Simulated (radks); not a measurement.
Question: The table gives one normalised radial function P(r) = r R(r) (large component) of Ta+ in [Xe] 4f14 5d3.25 6s0.75 (r in bohr). All-electron calculation, Dirac Kohn-Sham, BLYP, spin-unpolarised, spherical densities, finite nucleus; open shells fill j = l - 1/2 first; Fermi nuclear charge, rms radius 5.3507 fm. Program: a radial shooting solver on a logarithmic mesh with Libxc functionals.

| r | P |
|---|---|
| 0.001757 | 0.0928 |
| 0.0024 | 0.1143 |
| 0.003279 | 0.1377 |
| 0.004479 | 0.1606 |
| 0.00612 | 0.1786 |
| 0.00836 | 0.1841 |
| 0.01142 | 0.1664 |
| 0.0156 | 0.1134 |
| 0.02132 | 0.0168 |
| 0.02912 | -0.1155 |
| 0.03978 | -0.2431 |
| 0.05435 | -0.2859 |
| 0.07425 | -0.1574 |
| 0.1014 | 0.1375 |
| 0.1386 | 0.3958 |
| 0.1893 | 0.2969 |
| 0.2587 | -0.2084 |
| 0.3534 | -0.6034 |
| 0.4827 | -0.2927 |
| 0.6595 | 0.5390 |
| 0.901 | 1.0984 |
| 1.231 | 0.9822 |
| 1.682 | 0.5145 |
| 2.297 | 0.1597 |
| 3.138 | 0.0269 |
| 4.288 | 0.0021 |
| 5.858 | 0.0001 |
| 8.002 | 0.0000 |
| 10.93 | 0.0000 |

Which n and l does it have? It may be an empty orbital.

Answer: n = 5, l = 0: the number of nodes gives n - l - 1 = 4, the rise at small r points to l (this Dirac orbital starts outside the nucleus as r^gamma with gamma = sqrt((l + 1)^2 - (Z/c)^2) = 0.85; the j = 1/2 orbital of l + 1 starts with the same power, but with a smaller coefficient, and then steepens), and the extent must fit the shell. The curve is that of 5s1/2. 5s1/2: eigenvalue -78.885 eV, 4 radial nodes at r = 0.0223, 0.0889, 0.231, 0.543 bohr, <r> = 1.10 bohr, 90 % of the charge inside 1.59 bohr.
